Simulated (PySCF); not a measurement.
Spectrum to structure. Computed with TDDFT B3LYP/def2-SVPD, vertical, gas phase, core orbitals frozen in the response (PySCF). Geometries: PBE0-D3(BJ)/def2-SVP, one conformer each. Relativistic effects are left out although some hold elements past zinc.

```
state  E (eV)  λ (nm)       f
   S1    7.21   172.0  0.0013
   S2    7.51   165.1   0.055
   S3    7.72   160.6   0.062
   S4    7.84   158.1   0.022
   S5    7.94   156.2   0.069
   S6    7.95   156.0   0.043
   S7    8.15   152.1   0.020
   S8    8.17   151.7   0.021
   S9    8.33   148.8   0.027
  S10    8.40   147.6   0.088
```

Triplets computed (Tamm–Dancoff): 6.88, 7.07, 7.39, 7.48 eV.

Question: Which structure fits? All have the formula C6H11F3Ge.
A. `C[C@@H]1CC[CH2][Ge@H]1[C](F)(F)F`
B. `C[C@@H]1CC[CH2][Ge@@H]1[C](F)(F)F`
C. `C[C@@H]1[CH2][GeH2][CH2][C@H]1C(F)(F)F`

Answer: C. Its S1, at 7.21 eV, is the highest among the candidates; the nearest of the others has S1 at 6.95 eV. S1 is HOMO→LUMO (99%). Löwdin shares by element: HOMO carbon 55% or more, germanium 23% (atoms not listed hold the other 22%); LUMO germanium 20%, hydrogen 13% or more, carbon 11% or more (atoms not listed hold the other 56%). At the same level the other candidates give, for their lowest levels:
- `C[C@@H]1CC[CH2][Ge@H]1[C](F)(F)F`: 6.95 eV (f 0.004); 7.16 eV (f 0.031); 7.46 eV (f 0.005); 7.67 eV (f 0.009); 7.72 eV (f 0.047); T1 6.61 eV; HOMO -7.71, LUMO 0.13 eV
- `C[C@@H]1CC[CH2][Ge@@H]1[C](F)(F)F`: 6.95 eV (f 0.002); 7.10 eV (f 0.016); 7.44 eV (f 0.090); 7.70 eV (f 0.030); 7.73 eV (f 0.012); T1 6.63 eV; HOMO -7.70, LUMO 0.13 eV

Without π bonds the low states are Rydberg-like; a valence basis with one diffuse set may place them up to an eV too high.
